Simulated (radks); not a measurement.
The numbers below are computed, except where a source is named.
Polarisability of the bromine ion Br+, [Ar] 3d10 4s2 4p4, at imaginary frequency. Code: a radial shooting solver on a logarithmic mesh with Libxc functionals. Model: non-relativistic Kohn-Sham, PBE, spin-polarised, spherical densities, point nucleus; open shells are filled with parallel spins first. Response by self-consistent Sternheimer equations with the Hartree and adiabatic LDA kernel.

w (hartree)  alpha1(iw) (bohr^3)
0.00266                    12.77
0.0143                     12.76
0.0360                     12.72
0.0697                     12.60
0.118                      12.30
0.186                      11.67
0.280                      10.56
0.413                      8.855
0.605                      6.699
0.892                      4.476
1.35                       2.622
2.12                       1.357
3.59                      0.6265
6.94                      0.2454
17.5                     0.06055

Static values: alpha1 = 12.77 bohr^3 (1.892 angstrom^3; uncoupled 19.94). C6 = 79.67, triple-dipole C9 = 738.8 atomic units. One-pole (London) frequency 4 C6 / (3 alpha1^2) = 0.652 hartree, against 0.604 for minus the highest occupied eigenvalue.
